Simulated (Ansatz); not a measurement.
Frontier orbitals of `OB(F)CF`.

The species carries charge 0 and has multiplicity 1. Geometry: relaxed with PBE0-D4/def2-TZVP. It is one conformer, not always the lowest. Basis def2-TZVPP, Ansatz 0.2.0.

Orbital energies of one run (eV). Highest occupied ones, from the top: -8.02, -8.83, -9.24, -9.94, -10.62, -11.44, -12.39, -12.66, -12.83, -13.52, -15.05, -18.48, -27.58, -31.68. Empty: 0.01, 0.50, 1.14, 1.95, 2.81, 3.36.

(1) Which functional gave them?
A. r2SCAN
B. ωB97X-V
C. LC-ωPBE
D. ωB97M-V

## Answers

(1) A. HOMO energies: r2SCAN -8.02, LC-ωPBE -12.22, ωB97X-V -11.88, ωB97M-V -11.77 eV.

LC-ωPBE has ω = 0.4 bohr⁻¹.
